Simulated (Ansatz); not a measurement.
CuAu₂⁻. The state is a triplet with charge -1. Geometry PBE0-D4/def2-TZVP, that of the neutral doublet; atoms count from 1.

| atom | x (Å) | y (Å) | z (Å) |
| --- | --- | --- | --- |
| Au1 | -0.111 | 1.129 | -1.043 |
| Au2 | 0.253 | -1.498 | -0.262 |
| Cu3 | -0.142 | 0.368 | 1.305 |

In the def2 sets Au takes a core potential; there is no spin–orbit coupling. The highest occupied level of the charge -1 triplet lies above zero (up to 0.06 eV). By energy differences its removal costs 1.44 eV (vertical, to the charge 0 doublet, at PBE0-D4/def2-TZVPD); a positive level beside a positive removal energy at the same level points to self-interaction error. At PBE0-D4/def2-TZVPD a singlet of charge -1 lies 0.07 eV below the triplet at the same geometry. The structure comes from a short search, and lower isomers may exist.

(1) Estimate the Mulliken populations from the PBE0/def2-TZVPD orbitals of Ansatz.

(2) Where does the spin sit?

(3) And the Mayer bond orders between bonded heavy atoms (over 0.3)?

Answers

(1) 
```json
{"atom": "Au1", "charge (e)": "-0.26", "spin (α − β)": "0.61", "d electrons": "9.83"}
{"atom": "Au2", "charge (e)": "-0.26", "spin (α − β)": "0.61", "d electrons": "9.83"}
{"atom": "Cu3", "charge (e)": "-0.49", "spin (α − β)": "0.78", "d electrons": "9.93"}
```
Mulliken values and Mayer orders depend strongly on the basis. With diffuse functions, as here, like atoms can get unlike values, and bond orders can come out too low or too high.

(2) Summed by element: Au 1.22, Cu 0.78, of 2 unpaired in all. Largest on single atoms: Cu3 0.78, Au1 0.61, Au2 0.61.

(3) Au1–Au2 0.57 (2.76 Å); Au1–Cu3 0.82 (2.47 Å); Au2–Cu3 0.82 (2.47 Å).
